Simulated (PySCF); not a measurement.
Ionisation energy of In by level of theory

In [Kr] 4d10 5s2 5p1 (2P) → In⁺ [Kr] 4d10 5s2 (1S), as a difference of total energies. Calculation: PySCF 2.14, in aug-cc-pVQZ-PP with ECP28MDF (7s7p5d3f2g, 92 functions); a scalar-relativistic core potential. Correlated levels: valence: 4s2 4p6 4d10 frozen. The calculations carry no spin-orbit coupling.

| method | ionisation energy (eV) | error (eV) |
| --- | --- | --- |
| UHF | 5.218 | -0.385 |
| LDA | 5.716 | +0.113 |
| PBE | 5.590 | -0.013 |
| PBE0 | 5.621 | +0.018 |
| r2SCAN | 5.718 | +0.115 |
| PW91 | 5.642 | +0.039 |
| LC-wPBE | 5.718 | +0.115 |
| M06-2X | 5.513 | -0.090 |
| MP2 (valence) | 5.426 | -0.177 |
| SCS-MP2 (valence) | 5.413 | -0.190 |

Reference: 5.603 eV (measured; NIST levels, between the centres of gravity of the two terms).

Errors of the correlated levels include the incompleteness of this basis and the frozen core.
